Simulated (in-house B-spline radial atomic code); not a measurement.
**Ionising the argon ion Ar³⁺ with different functionals**

Computed with a B-spline radial code for spherical atoms: non-relativistic Hamiltonian, point nucleus, spin-polarised at highest spin, spherical fractional occupations for the functionals, the average over the highest-spin determinants for Hartree-Fock. The ionisation energy is the difference of two self-consistent energies, [Ne] 3s2 3p3 → [Ne] 3s2 3p2, without Breit or QED terms; ε is the level of the shell that loses the electron (its least bound occupied spin orbital).

Hybrids are left out here: with spherical fractional occupations of an open shell their exact exchange keeps a self-interaction that integer-occupation calculations don't have.

| method | rung | ΔSCF (eV) | -ε(3p) (eV) |
| --- | --- | --- | --- |
| Hartree-Fock | Hartree-Fock | 58.66 | 59.22 |
| LDA VWN5 | LDA | 59.12 | 51.52 |
| LDA PW92 | LDA | 59.11 | 51.51 |
| LDA exchange-only | LDA | 57.91 | 50.36 |
| PBE | GGA | 59.19 | 51.61 |
| PBEsol | GGA | 59.10 | 51.51 |
| BLYP | GGA | 58.92 | 51.29 |
| RPBE | GGA | 59.20 | 51.61 |
| PW91 | GGA | 59.27 | 51.68 |
| BP86 | GGA | 59.21 | 51.61 |
| AM05 | GGA | 59.06 | 51.46 |
| OLYP | GGA | 59.33 | 51.70 |
| TPSS | meta-GGA | 59.43 | 51.88 |
| SCAN | meta-GGA | 59.86 | 52.41 |
| r2SCAN | meta-GGA | 59.83 | 52.39 |
| revTPSS | meta-GGA | 59.37 | 51.83 |

(1) How do they compare with the NIST value?

Answers

(1) NIST lists 59.6 eV ± 0.18 (semi-empirical, ground level to ground level). Errors run from -1.67 to +0.28 eV; TPSS is closest (-0.15 eV), though others lie within the uncertainty of it, and part of that can be cancellation, since the calculations leave out relativity, Breit-QED terms, multiplet and fine-structure energies. Hartree-Fock also lacks correlation.
